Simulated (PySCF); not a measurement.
Computed shifts of a molecule C2H4ClNSi, PBE/pcSseg-1 run with PySCF, GIAO, gas phase, equivalent atoms averaged, in ppm (number of nuclei): ¹⁵N: 307.6 (1). ¹³C: 117.0 (1), 9.4 (1). ²⁹Si: -3.6 (1). ¹H: 5.64 (1), 5.49 (1), 2.23 (1), 1.90 (1). References: ¹⁵N against NH3 (σ = 267.0 ppm); ¹³C against TMS (σ = 182.0 ppm); ²⁹Si against TMS (σ = 335.4 ppm); ³⁵Cl against HCl (σ = 936.5 ppm); ¹H against TMS (σ = 31.49 ppm), references at their B3LYP-D3(BJ)/def2-TZVP geometries, non-relativistic (without spin–orbit terms, shifts of atoms bonded to Cl or Br come out too high). Geometry: B3LYP-D3(BJ)/def2-SVP. One conformer was computed; it need not be the lowest.

Question: Which molecule gave these data?
A) C#C[Si@@H](N)Cl
B) Cl[Si@H]1C=NC1
C) N#CC[SiH2]Cl

Answer: C, N#CC[SiH2]Cl
